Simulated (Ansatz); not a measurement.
Breaking the Mg1–H2 bond in MgH (multiplicity 2 held). Energies count from the point at 1.743 Å.


R- and RO- levels are restricted; in cc, def2 and unpolarised 6-31G sets they are followed outwards from rest. U- levels take the lowest unrestricted solution at each point, which mixes spins at long bonds. Active spaces are followed from rest. Full CI gives the lowest state of the spin. Levels need not reach the same state.

Frozen-core correlation.

Codes used: Ansatz (Gaussian orbitals). Values without a source in brackets are computed.

Energies in kJ/mol.

```
R (Å)  U-HF/def2-TZVPP  U-PBE/def2-TZVPP  RO-B3LYP/def2-TZVPP  SC-NEVPT2 on CASSCF(3,5)/def2-TZVPP  FIC-NEVPT4(SD) on CASSCF(3,5)/def2-TZVPP  FCI/def2-TZVPP
-----  ---------------  ----------------  -------------------  -----------------------------------  ----------------------------------------  --------------
1.394               74                74                   70                                   72                                        72              73
1.568               14                16                   13                                   13                                        13              14
1.743                0                 0                    0                                    0                                         0               0
1.917               11                 7                   10                                   10                                        10              10
2.091               33                25                   30                                   32                                        31              31
2.353               69                57                   66                                   71                                        70              67
2.614               93                86                   96                                  106                                       103              99
3.050              110               117                  122                                  116                                       123             125
3.485              113               130                  132                                  120                                       127             131
4.008              113               133                  136                                  120                                       128             132
4.705              113               134                  137                                  120                                       128             132
5.577              112               134                  137                                  120                                       128             132
6.971              112               134                  137                                  120                                       128             132
```

Doubts at one or more of the structures used: a spin-contaminated determinant (U-HF/def2-TZVPP); a restricted determinant that unrestricted orbitals would lower (RO-B3LYP/def2-TZVPP).

Ansatz is a first-principles code.
